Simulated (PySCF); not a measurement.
W(O)2(Cl)2, Cl2O2W, SMILES [O]=[W](=[O])([Cl])[Cl] at its PBE0/def2-SVP optimised geometry (Å):

```
5

W     -0.6502    -1.0264     0.0000
O     -1.1953    -1.8861     1.3504
O     -1.1947    -1.8872    -1.3500
Cl    -1.6199     1.0264     0.0000
Cl     1.6199    -1.0264     0.0000
```

Calculation: PBE0/def2-TZVP, def2 effective core potentials past Kr run with PySCF 2.14.0. The core electrons that the potentials of W replace are not part of the density.

Map of the electrostatic potential (hartree/e), clipped to [-0.08, 0.12] on the plane z = 0.8 Å:

```
|........::::...................|
|......::::::::::::::...........|
|....:::::::::::::::::::........|
|...:::::::::::::::::::::.......|
|...::::::::::::::::::::::......|
|..::::::::::::::::::::::::.....|
|..::::--==--:::::::::::::::....|
|..:::-=+**+=-:::::::::::::::...|
|..:::=+%@@@#+-::::::::::::::...|
|..::-+%@@@@@#=----:::::::::::..|
|..::-*@@@@@@@*=-----:::::::::..|
|..::-*@@@@@@@#++==--::::::::::.|
|..::-*@@@@@@@@#**+=--::::::::::|
|...:-+@@@@@@@@@@%*+=--:::::::::|
|..:::=*@@@@@@@@@@@*+==---::::::|
|..:::-+%@@@@@@@@@@%###*+=-:::::|
|..::-=+%@@@@@@@@@@@@@@@@*=-::::|
|..::-=*@@@@@@@@@@@@@@@@@@+-::::|
|..::-=*@@@@@@@@@@@@@@@@@@#=-:::|
|..::-=*@@@@@@@@@@@@@@@@@@#=-:::|
|...::-+%@@@@@@@@@@@@@@@@@*=-:::|
|....::=#@@@@@@@@@@@@@@@@%+-::::|
|......:+@@@@@@@@@@@@@@@#+-:::::|
|.......-@@@@@@@@@%*++++=-:::::.|
|...    .=@@@@@@@#*==---:::::...|
|..      .-*#**+++=--:::::......|
|.         .::------::::........|
|           ..::::::::..........|
|            ...:::::...........|
|             ..................|
|             ..................|
```
Scale: ten equal steps from -0.022 (start of ' ') to 0.120 (end of '@'), in the order ' .:-=+*#%@'; x runs from -4.00 to 4.00, y from -4.00 (bottom) to 4.00 (top).
